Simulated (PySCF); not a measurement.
PySCF 2.14 output of an unrestricted M06-L calculation on a single atom or ion in x2c-SVPall (6s5p5d1f, 53 functions), with scalar relativity by spin-free X2C-1e:

```
SCF conv_tol = 1e-09
number electrons alpha = 24  beta = 19
    Y. Zhao and D. G. Truhlar.,  J. Chem. Phys. 125, 194101 (2006)
    Y. Zhao and D. G. Truhlar.,  J. Chem. Phys. 125, 194101 (2006)
    Y. Zhao and D. G. Truhlar.,  Theor. Chem. Acc. 120, 215 (2008)
cycle= 1 E= -4284.75454339299  delta_E= -0.0105  |g|= 0.0203  |ddm|= 0.625
cycle= 2 E= -4284.75469954607  delta_E= -0.000156  |g|= 0.0127  |ddm|= 0.0537
cycle= 3 E= -4284.75475614082  delta_E= -5.66e-05  |g|= 0.00539  |ddm|= 0.0297
cycle= 4 E= -4284.75476368904  delta_E= -7.55e-06  |g|= 0.000332  |ddm|= 0.00455
cycle= 5 E= -4284.75476372956  delta_E= -4.05e-08  |g|= 1.74e-05  |ddm|= 0.00154
cycle= 6 E= -4284.75476372979  delta_E= -2.32e-10  |g|= 3.29e-06  |ddm|= 9.64e-05
converged SCF energy = -4284.75476372979  <S^2> = 8.7621573  2S+1 = 6.0040511
```

The run itself started from symmetry-adapted Hartree-Fock orbitals and held the occupation by maximum overlap, on a logarithmic radial grid, so the iterations belong to that start.

Q: Which element, charge and spin multiplicity is this?

A: Tc (technetium, neutral), multiplicity 6; the state was [Kr] 4d5 5s2, high-spin 6S determinant.
